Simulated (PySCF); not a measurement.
# Calculated NMR data

- geometry from GFN2-xTB
- shieldings: GIAO PBE0/pcSseg-1
- code: PySCF 2.14
- in vacuum, one conformer, fast rotation and ring inversion assumed for equivalent nuclei, relativity neglected

Chemical shifts δ = σref − σ; $^{1}$H, $^{13}$C against TMS, all at this level. Where no couplings were computed, multiplicities follow the n + 1 count of equivalent neighbours, and m marks all less simple cases (inequivalent or close neighbours, rings, F or P nearby). Shifts are as computed. Against solution values, carbons near 30 ppm lie about +3 ppm off and those near 130 ppm about +5 ppm. Of 1211 compounds with measured shifts, 218 miss one by over three times the rms of a fit or turn the order of signals round; such compounds aren't used in these exercises.

Compound 1 (C8H7N). $^{1}$H NMR (500 MHz, computed): δ 7.96 (d, 1H), 7.73 (m, 1H), 7.60 (m, 1H), 7.55 (m, 1H), 2.72 (s, 3H). $^{13}$C{$^{1}$H} NMR (computed): δ 150.2, 140.7, 138.0, 135.0, 131.5, 123.6, 117.5, 24.1. Structure: `C1(C)=CC=CC=C1C#N`.

Compound 2 (C5H9N). $^{1}$H NMR (500 MHz, computed): δ 4.99 (t, 1H), 2.94 (s, 6H), 1.49 (m, 2H). $^{13}$C{$^{1}$H} NMR (computed): δ 132.6 (C), 65.8 (CH), 42.4 (CH3), 12.9 (CH2). Structure: SMILES CN(C)C1=CC1.
